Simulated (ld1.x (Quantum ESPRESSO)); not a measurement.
**What one change does to a pseudopotential (Si, PAW)**

```json
{
  "Element": "Si (Z = 14)",
  "Generator": "ld1.x (Quantum ESPRESSO) 7.5",
  "Type": "PAW",
  "Functional": "LDA (PZ)",
  "Relativity": "non-relativistic",
  "Frozen core": "[Ne]",
  "Valence charge": "4",
  "Reference configuration": "3s1 3p3",
  "Partial waves": "3s (bound): rcut 1.30, rcutus 1.75 bohr; 3s channel at -0.55 Ry: rcut 1.30, rcutus 1.75 bohr; 3p (bound): rcut 1.90, rcutus 2.15 bohr; 3p channel at 1.7 Ry: rcut 1.90, rcutus 2.15 bohr; 3d channel at 0.05 Ry: rc 1.70 bohr",
  "Local potential": "the d channel",
  "Core correction": "a·sin(br)/r model core inside 1.60 bohr",
  "Augmentation charge": "PSQ, inside the norm-conserving radii"
}
```

All-electron outer shells of the reference configuration (LDA (PZ), non-relativistic, ld1.x):

| shell | level (eV) | outermost node (bohr) | outermost maximum (bohr) |
| --- | --- | --- | --- |
| 2p | -97.20 | – | 0.39 |
| 3s | -11.58 | 0.72 | 1.75 |
| 3p | -4.75 | 0.72 | 2.11 |

Change: waves 3p (bound): rcut 1.40, rcutus 1.48 bohr; 3p channel at 1.7 Ry: rcut 1.40, rcutus 1.48 bohr.

Cutoffs: the cutoffs (Ry, on a coarse ladder) from which the occupation-weighted sum of valence levels, in a spherical-Bessel basis at the reference potential, stays within 10 and 1 mRy of its value at 400 Ry; they do not see the model core or the augmentation charge, which bear on the density cutoff. Errors are all-electron minus pseudo energies relative to the spin-unpolarised reference configuration.

Q: Predict the effect on cutoff, ghosts and configuration errors.

A: The potential gets neither clearly harder nor softer (10 Ry and 15 Ry → 8 Ry and 21 Ry); a bound ghost appears in p, which as a rule spoils a file; of the 9 tests that both files solve, the error grows in 6 and shrinks in 0 by more than 15 % and 0.3 meV (median size 0.7 → 1.7 meV). That the errors move this way runs against the usual rule that smaller radii transfer better.

```csv
quantity,base,changed
"cutoff, loose",10 Ry,8 Ry
"cutoff, tight",15 Ry,21 Ry
loose cutoff by channel (10 mRy a level),"s 8 Ry, p 8 Ry","s 8 Ry, p 6 Ry"
bound ghosts,none,p
"error for 3s2 3p2, meV [ΔE -6.75 eV]",-0.4,-0.9
"error for 3s2 3p1, meV [ΔE 1.09 eV]",+0.1,-0.2
"error for 3s2 3p0, meV [ΔE 17.22 eV]",-6.7,-7.7
"error for 3s1 3p2, meV [ΔE 8.44 eV]",-0.9,-1.7
"error for 3s2 3p2.3, meV [ΔE -7.71 eV]",-0.6,-1.3
"error for 3s1 3p0, meV [ΔE 51.29 eV]",-58,-59
"error for 3s0 3p4, meV [ΔE 6.91 eV]",-0.4,-1.2
"error for 3s1 3p3 (spin-polarised), meV [ΔE -3.07 eV]",-5.5,-7.9
"error for 3s2 3p2 (spin-polarised), meV [ΔE -7.36 eV]",-0.7,-2.0
lowest overlap eigenvalue by channel,"s 0.43, p 0.70","s 0.43, p 0.77"
```

 A true bound ghost makes a file unfit for plane-wave use even where its test errors are small: the radial tests pick states by their node count and pass the ghost by.
